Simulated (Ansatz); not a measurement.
Calculated with Ansatz (gas phase, PBE0-D4/def2-TZVP geometries, no zero-point term in ΔE). CCSD(T)/CBS adds triple-zeta CCSD(T) − MP2 to the extrapolated MP2 energy (def2 sets, frozen cores). This one scheme is used for every species. Functionals use def2-TZVPP. B3LYP here is the variant with VWN-RPA as its local correlation; programs differ in this. HSE06 is defined as in plane-wave codes. Elements past krypton have def2 core potentials. For Br, In outer-core shells are correlated without core-valence functions, which leaves a few kJ/mol of doubt a bond. Scalar relativity is left out up to krypton. Each species was taken in one conformer, which may not be the lowest.

Reaction (ligand exchange at the In–F bond): `C[N](C)[InH][F]` + HBr → `C[N](C)[InH][Br]` + H–F

| level | ΔE (kcal/mol) | difference from CCSD(T)/CBS |
| --- | --- | --- |
| LDA (SPW92) | -17.1 | 1.9 |
| PBE-D4 | -16.5 | 2.5 |
| revPBE-D4 | -16.1 | 2.9 |
| BLYP-D4 | -14.3 | 4.7 |
| r2SCAN-D4 | -16.6 | 2.4 |
| B97M-V | -15.3 | 3.7 |
| PBE0-D4 | -19.1 | -0.1 |
| B3LYP-D4 | -16.6 | 2.4 |
| r2SCANh-D4 | -17.6 | 1.4 |
| r2SCAN0-D4 | -19.0 | 0.0 |
| HSE06-D4 | -19.3 | -0.3 |
| BHLYP-D4 | -19.1 | -0.1 |
| CAM-B3LYP-D4 | -15.5 | 3.5 |
| ωB97X-V | -16.4 | 2.6 |
| ωB97M-V | -17.3 | 1.7 |
| PBE-QIDH | -20.0 | -1.0 |
| PBE | -15.6 | 3.4 |
| revPBE | -15.1 | 3.9 |
| r2SCAN | -16.4 | 2.6 |
| PBE0 | -18.3 | 0.7 |
| B3LYP | -15.3 | 3.7 |
| r2SCANh | -17.4 | 1.6 |
| r2SCAN0 | -18.7 | 0.3 |
| HSE06 | -18.5 | 0.5 |
| BHLYP | -17.4 | 1.6 |
| LC-ωPBE | -15.3 | 3.7 |
| RPA@PBE/def2-TZVPP | -16.6 | 2.4 |
| MP2/def2-SVP | -16.7 | 2.3 |
| CCSD/def2-SVP | -15.9 | 3.1 |
| CCSD(T)/def2-SVP | -15.9 | 3.1 |
| HF/def2-TZVPP | -19.4 | -0.4 |
| SCS-MP2/def2-TZVPP | -18.3 | 0.7 |
| CCSD/def2-TZVPP | -18.5 | 0.5 |
| CCSD(T)/def2-TZVPP | -18.5 | 0.5 |
| HF/def2-QZVPP | -18.8 | 0.2 |
| MP2/def2-QZVPP | -20.1 | -1.1 |
| SCS-MP2/def2-QZVPP | -18.4 | 0.6 |
| HF/CBS(def2) | -18.7 | 0.3 |
| MP2/CBS(def2) | -20.6 | -1.6 |
| CCSD/CBS(def2) | -19.0 | 0.0 |
| CCSD(T)/CBS | -19.0 | 0 |

Largest T1 diagnostic among the species: 0.016.

From BLYP to BHLYP (50 % exact exchange), in def2-TZVPP and without D4, ΔE moves by −4.6 kcal/mol. Leaving LDA and LC-ωPBE aside and taking each functional with its dispersion term where it has one, the values spread over 5.7 kcal/mol, from PBE-QIDH to BLYP-D4. LDA lies −1.5 kcal/mol from PBE without D4.

CCSD(T)/CBS has its own doubt, a few kJ/mol and more with outer-core shells, so smaller differences from it don't rank the levels.
